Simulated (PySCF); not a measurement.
Gas-phase reaction: SnH4 + 3 F2 ⇌ SnF2 + 4 HF

Energies from PySCF (xtb for GFN2), thermal terms from the rigid-rotor harmonic-oscillator model, ideal gas at 1 bar. † marks an energy on the PBE0/def2-TZVP geometry and frequencies; other levels use their own. MP2 and CCSD(T) freeze the core. All species are closed-shell singlets. B3LYP is the form with VWN-RPA correlation. Sn: scalar-relativistic def2 core potential, no spin-orbit coupling. MP2 isn't extrapolated to the basis-set limit; its ΔH°(298 K) is -1732.4 kJ in def2-SVP and -1849.1 kJ in def2-TZVPP. CCSD(T) isn't extrapolated to the basis-set limit; its ΔH°(298 K) is -1634.7 kJ in def2-SVP and -1732.0 kJ in def2-TZVPP. The harmonic model lacks anharmonicity and excited electronic states, which grow with temperature; levels with a mode under 35 cm⁻¹ are left out.

```json
[
 {"level": "B3LYP/def2-TZVP†", "ΔE electronic, kJ": "-1745", "ΔH°(298 K), kJ": "-1716", "ΔS°(298 K), J/K": "142", "ΔG°(800 K), kJ": "-1833"},
 {"level": "CCSD(T)/def2-TZVPP†", "ΔE electronic, kJ": "-1761", "ΔH°(298 K), kJ": "-1732", "ΔS°(298 K), J/K": "142", "ΔG°(800 K), kJ": "-1849"},
 {"level": "GFN2-xTB", "ΔE electronic, kJ": "-1387", "ΔH°(298 K), kJ": "-1361", "ΔS°(298 K), J/K": "151", "ΔG°(800 K), kJ": "-1483"},
 {"level": "M06-2X/def2-TZVP†", "ΔE electronic, kJ": "-1826", "ΔH°(298 K), kJ": "-1797", "ΔS°(298 K), J/K": "142", "ΔG°(800 K), kJ": "-1914"},
 {"level": "MP2/def2-SVP†", "ΔE electronic, kJ": "-1762", "ΔH°(298 K), kJ": "-1732", "ΔS°(298 K), J/K": "142", "ΔG°(800 K), kJ": "-1850"},
 {"level": "r2SCAN/def2-TZVP†", "ΔE electronic, kJ": "-1723", "ΔH°(298 K), kJ": "-1694", "ΔS°(298 K), J/K": "142", "ΔG°(800 K), kJ": "-1811"},
 {"level": "LDA/def2-TZVP†", "ΔE electronic, kJ": "-1694", "ΔH°(298 K), kJ": "-1665", "ΔS°(298 K), J/K": "142", "ΔG°(800 K), kJ": "-1783"}
]
```
ΔH° is lowest at M06-2X/def2-TZVP† and highest at GFN2-xTB. No reference value is set beside these.
